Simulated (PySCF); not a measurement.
Species: C6H6N2Si.
Cartesian coordinates in Å at the GFN2-xTB level; atoms count from 1:
```xyz
15
C6H6N2Si angstrom
C      0.4525    2.8814   -0.0567
C     -0.0234    1.7791   -0.0979
C     -0.6220    0.5018   -0.1533
C     -1.9946    0.3708   -0.4234
N     -2.5997   -0.7933   -0.4866
N     -1.9294   -1.8932   -0.2956
C     -0.6383   -1.8480   -0.0366
C      0.1087   -0.6703    0.0553
Si     1.9611   -0.6502    0.4290
H      0.8745    3.8413   -0.0184
H     -2.6154    1.2395   -0.5935
H     -0.1667   -2.8109    0.1069
H      2.3857   -2.0408    0.5856
H      2.1641    0.1107    1.6615
H      2.6383   -0.0099   -0.6982
```

Computed at PBE0/pcSseg-1 (PySCF, non-relativistic), with Q(14N) = 0.02044 b: N5, 14N (I = 1): χzz = -6.329 MHz, η = 0.207; N6, 14N (I = 1): χzz = -6.287 MHz, η = 0.178.

**Question.** Find the zero-field quadrupole resonance frequencies of 14N at N5.

**Answer.** From ν± = (3/4)|χ|(1 ± η/3) and ν0 = |χ|η/2: ν+ 5.075 MHz, ν− 4.419 MHz, ν0 0.656 MHz (pyridine-type nitrogen).

**Question.** Where would the pure quadrupole (NQR) lines of 14N at N6 fall for the rigid, isolated species?

**Answer.** From ν± = (3/4)|χ|(1 ± η/3) and ν0 = |χ|η/2: ν+ 4.996 MHz, ν− 4.435 MHz, ν0 0.561 MHz (pyridine-type nitrogen).

In a crystal, neighbours and librations shift these lines. GFN2-xTB bond lengths can be off by several hundredths of an ångström, more for odd bonds, and the gradients follow them. With so small a basis the couplings can be 20 % off.
